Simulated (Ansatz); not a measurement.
Ideal-gas functions of C$_{2}$H$_{2}$BF (`BC#CF`) at 500 K and 1 bar, from an Ansatz frequency run at PBE0-D4/def2-TZVP.

Molar mass 55.85 g/mol, point group C2v (symmetry number 2), electronic degeneracy 1, moments of inertia 2.159, 136.351, 138.51 u Å². Harmonic wavenumbers (cm⁻¹, unscaled): 173, 203, 367, 492, 761, 869, 995, 1193, 1345, 2364, 2601, 2683.

Use S(trans) = R[1.5 ln M + 2.5 ln T − 1.1517]; rotational temperatures θ = 24.2544 K / I; S(rot) = R[ln(√π/σ · √(T³/θAθBθC)) + 1.5]; for each mode x = 1.438777 ν̃/T, S = R[x/(eˣ − 1) − ln(1 − e⁻ˣ)] and H = RT x/(eˣ − 1); 1 cm⁻¹ = 0.0119627 kJ/mol; R = 8.31446 J/(mol·K).

**Question.** By hand: the entropy, in J/(mol·K).

**Answer.** Translation 169.8. Rotation: θ = 11.2341, 0.1779, 0.1751 K, giving 93.3. Vibration, mode by mode: 14.20, 12.90, 8.24, 6.09, 3.28, 2.57, 1.93, 1.23, 0.86, 0.07, 0.04, 0.03, in all 51.4. Electronic 0.0. Sum 314.5 J/(mol·K).

**Question.** By hand: H − E and G − E in kJ/mol, counted from the electronic energy.

**Answer.** Zero-point energy ½ × 14046 × 0.0119627 = 84.0; thermal vibration 14.2; translation, rotation and pV give 4 RT = 16.6. H − E = 114.8 kJ/mol, and G − E = 114.8 − 500 × 314.5/1000 = -42.5 kJ/mol.

Vibration gives 16 % of the entropy.
